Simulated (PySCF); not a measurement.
C₄H₈OSi, SMILES C[SiH]1CC(=O)C1.

The structure is a stationary point at r2SCAN-D4/def2-SVP. The structure was generated by enumeration, and PubChem lists no compound with its InChIKey, so it may never have been made.

The numbers are results of PBE0/def2-TZVP in PySCF, not measurements.

Symmetry labels are those of the subgroup Cs that the program uses (full group Cs).

Task: List the valence orbital energies around the gap with their symmetry. (The exact figures need the calculation; the answer reports its results.)

Result: 
```tsv
orbital	symmetry	energy (eV)
HOMO−7	A'	-11.85
HOMO−6	A"	-11.75
HOMO−5	A"	-10.99
HOMO−4	A'	-10.33
HOMO−3	A'	-9.42
HOMO−2	A'	-8.82
HOMO−1	A"	-8.73
HOMO	A"	-6.95
LUMO	A'	-0.55
LUMO+1	A"	0.71
LUMO+2	A'	0.83
LUMO+3	A'	1.25
```
